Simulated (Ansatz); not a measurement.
`N[BH][SnH]([F])[Cl]` and `C[S][SnH]([F])[Cl]` differ in one atom or group.

Ansatz, PBE0-D4/def2-TZVP geometries, multiplicity 1. Each molecule was computed in one conformer, which needn't be the lowest.

Elements past krypton have def2 core potentials.

| property | `N[BH][SnH]([F])[Cl]` |
| --- | --- |
| zero-point energy (PBE0-D4/def2-TZVP) / kJ/mol | 133.8 |
| LUMO energy (PBE/def2-TZVPP) / eV | -2.36 |
| HOMO–LUMO gap (PBE/def2-TZVPP) / eV | 4.47 |
| ideal-gas entropy at 298 K and 1 bar (rigid rotor, harmonic PBE0-D4/def2-TZVP) / J/(mol·K) | 375 |
| LUMO energy (PBE0/def2-TZVPP) / eV | -1.50 |
| size of the dipole moment (B3LYP/def2-TZVPP) / D | 4.40 |

Task: Give the same properties after the change, and the shifts. (Estimate.)

Result: Ansatz gave: 
```tsv
property	`C[S][SnH]([F])[Cl]`	shift
zero-point energy (PBE0-D4/def2-TZVP) / kJ/mol	129.3	-4.5
LUMO energy (PBE/def2-TZVPP) / eV	-2.58	-0.22
HOMO–LUMO gap (PBE/def2-TZVPP) / eV	3.77	-0.70
ideal-gas entropy at 298 K and 1 bar (rigid rotor, harmonic PBE0-D4/def2-TZVP) / J/(mol·K)	396	21
LUMO energy (PBE0/def2-TZVPP) / eV	-1.66	-0.16
size of the dipole moment (B3LYP/def2-TZVPP) / D	1.98	-2.42
```

With PBE0 the HOMO rises by 0.49 eV and the LUMO falls by 0.16 eV, so the gap narrows by about 0.65 eV. PBE moves the HOMO by 0.48 eV and ωB97M-V by 0.40 eV. Dipoles are sizes alone; their direction can turn. Modes under 60 cm⁻¹, often nearly free rotors, make the harmonic entropy too high.

B3LYP here is the variant with VWN-RPA as its local correlation; programs differ in this.
